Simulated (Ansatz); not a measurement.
Start from `[SiH3][SiH2]N[SiH2][SiH3]` and change one atom or group to get `BN[SiH2][SiH3]`.

Ansatz, PBE0-D4/def2-TZVP geometries, multiplicity 1. Each molecule was computed in one conformer, which needn't be the lowest.

```json
{"property": "LUMO energy (B3LYP/def2-TZVPP) / eV", "`[SiH3][SiH2]N[SiH2][SiH3]`": "-0.82"}
{"property": "zero-point energy (PBE0-D4/def2-TZVP) / kJ/mol", "`[SiH3][SiH2]N[SiH2][SiH3]`": "263.1"}
{"property": "LUMO energy (ωB97M-V/def2-TZVPP) / eV", "`[SiH3][SiH2]N[SiH2][SiH3]`": "1.02"}
{"property": "size of the dipole moment (B3LYP/def2-TZVPP) / D", "`[SiH3][SiH2]N[SiH2][SiH3]`": "0.92"}
{"property": "size of the dipole moment (ωB97M-V/def2-TZVPP) / D", "`[SiH3][SiH2]N[SiH2][SiH3]`": "0.94"}
{"property": "HOMO energy (B3LYP/def2-TZVPP) / eV", "`[SiH3][SiH2]N[SiH2][SiH3]`": "-7.13"}
```

(1) What does the change do to each property? (Estimate.)

Answers

(1) Ansatz gave: 
```json
{"property": "LUMO energy (B3LYP/def2-TZVPP) / eV", "`BN[SiH2][SiH3]`": "-0.56", "shift": "0.26"}
{"property": "zero-point energy (PBE0-D4/def2-TZVP) / kJ/mol", "`BN[SiH2][SiH3]`": "211.0", "shift": "-52.1"}
{"property": "LUMO energy (ωB97M-V/def2-TZVPP) / eV", "`BN[SiH2][SiH3]`": "1.39", "shift": "0.37"}
{"property": "size of the dipole moment (B3LYP/def2-TZVPP) / D", "`BN[SiH2][SiH3]`": "1.31", "shift": "0.39"}
{"property": "size of the dipole moment (ωB97M-V/def2-TZVPP) / D", "`BN[SiH2][SiH3]`": "1.30", "shift": "0.36"}
{"property": "HOMO energy (B3LYP/def2-TZVPP) / eV", "`BN[SiH2][SiH3]`": "-7.66", "shift": "-0.53"}
```

With PBE0 the HOMO falls by 0.51 eV and the LUMO rises by 0.30 eV, so the gap widens by about 0.81 eV. PBE moves the HOMO by -0.64 eV and ωB97M-V by -0.43 eV. The zero-point energy changes by -52.1 kJ/mol with -12 modes. Dipoles are sizes alone; their direction can turn.

Positive LUMOs are unbound, so they and the gaps depend on the basis.

B3LYP here is the variant with VWN-RPA as its local correlation; programs differ in this.
